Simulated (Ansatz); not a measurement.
`[Cl][GaH][Cl]` and `[CH3][GaH][Cl]` differ in one atom or group.

Ansatz, PBE0-D4/def2-TZVP geometries, multiplicity 1. 

Scalar relativity is left out up to krypton.

```
                                          property  `[Cl][GaH][Cl]`
  size of the dipole moment (B3LYP/def2-TZVPP) / D             1.68
             HOMO–LUMO gap (B3LYP/def2-TZVPP) / eV             6.87
size of the dipole moment (ωB97M-V/def2-TZVPP) / D             1.72
                 LUMO energy (PBE/def2-TZVPP) / eV            -2.51
                LUMO energy (PBE0/def2-TZVPP) / eV            -1.73
              HOMO–LUMO gap (PBE0/def2-TZVPP) / eV             7.43
```

Problem. Give the same properties after the change, and the shifts. (An estimate is asked.)

Solution. Computed: 
```json
{"property": "size of the dipole moment (B3LYP/def2-TZVPP) / D", "`[CH3][GaH][Cl]`": "2.51", "shift": "0.83"}
{"property": "HOMO–LUMO gap (B3LYP/def2-TZVPP) / eV", "`[CH3][GaH][Cl]`": "6.26", "shift": "-0.61"}
{"property": "size of the dipole moment (ωB97M-V/def2-TZVPP) / D", "`[CH3][GaH][Cl]`": "2.53", "shift": "0.81"}
{"property": "LUMO energy (PBE/def2-TZVPP) / eV", "`[CH3][GaH][Cl]`": "-2.14", "shift": "0.37"}
{"property": "LUMO energy (PBE0/def2-TZVPP) / eV", "`[CH3][GaH][Cl]`": "-1.34", "shift": "0.39"}
{"property": "HOMO–LUMO gap (PBE0/def2-TZVPP) / eV", "`[CH3][GaH][Cl]`": "6.78", "shift": "-0.65"}
```

With PBE0 the HOMO rises by 1.04 eV and the LUMO rises by 0.39 eV, so the gap narrows by about 0.65 eV. PBE moves the HOMO by 0.92 eV and ωB97M-V by 1.07 eV. Dipoles are sizes alone; their direction can turn.

B3LYP here is the variant with VWN-RPA as its local correlation; programs differ in this.
